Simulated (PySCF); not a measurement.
# Electron correlation in Ne⁺ (neon, charge +1)

[He] 2s2 2p5, 2P determinant. All numbers are calculated (PySCF 2.14, the spin-free X2C one-electron Hamiltonian (Gaussian nucleus), in aug-cc-pCVTZ-DK with one added diffuse shell each of s, p, d, f type (8s7p5d3f, 75 functions)). Frozen: 1s2; 7 electrons correlated.

```tsv
level	correlation energy (mhartree)
CCSD	-218.75
(T)	-2.98
CCSD(T)	-221.73
```

Diagnostics: T1 = 0.0041, D1 = 0.0063, largest double amplitude 0.022.

Q: Is a single reference adequate?

A: Yes: T1 lies below 0.03 and no double amplitude reaches 0.07.
